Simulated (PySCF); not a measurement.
## Mo⁺: excitation energy

Mo⁺ [Kr] 4d5 (6S) → Mo⁺ [Kr] 4d4 5s1 (6D), as a difference of total energies. Computed with PySCF 2.14 in x2c-TZVPPall (8s6p6d2f1g, 79 functions), with scalar relativity by spin-free X2C-1e. Correlated levels: valence and next inner shell: [Ar] 3d10 frozen. The calculations carry no spin-orbit coupling.

```csv
method,excitation energy (eV)
UHF,1.412
MP2 (valence and next inner shell),1.607
SCS-MP2 (valence and next inner shell),1.510
CCSD (valence and next inner shell),1.527
CCSD(T) (valence and next inner shell),1.526
```

Task: How much does correlation contribute at CCSD(T) (valence and next inner shell)?

Result: 1.526 − (1.412) = 0.114 eV, measured against UHF.

Errors of the correlated levels include the incompleteness of this basis and the frozen core.

The basis was made for the ground configuration and has no added diffuse functions, so the excitation energy can come out too high.

For comparison: 1.587 eV (measured; NIST levels, between the centres of gravity of the two terms).
